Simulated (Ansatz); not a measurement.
System: CaO₂ (charge 0, singlet). 
Structure (B3LYP-D3(BJ)/def2-TZVP (Ansatz, a program for electronic structure) minimum search):
```
O
O 1 1.5175
Ca 1 1.9812 2 67.48
```

Basis-set convergence of Hartree-Fock and MP2 correlation energies (hartree) with Ansatz. Correlated levels leave the core frozen unless marked. No spin-orbit coupling. Frozen are the shells of the preceding noble gas and the d and f shells that filled before the atom's block. The outer core of K, Ca and their heavier congeners is not correlated, a term that matters for these elements. Non-relativistic.

| basis | functions | E(HF) | E(corr, MP2) |
|---|---|---|---|
| def2-SVP | 52 | -826.15339 | -0.41093 |
| def2-TZVPP | 98 | -826.43032 | -0.52433 |
| def2-QZVPP | 184 | -826.45852 | -0.56813 |

Extrapolating the two largest sets (X = 3 and 4) as X^-3: E(corr) = (64·(-0.56813) - 27·(-0.52433))/37 = -0.6001 Eh, an estimate of the basis-set limit. The largest set recovers 94.7 % of it, the smallest 68.5 %.
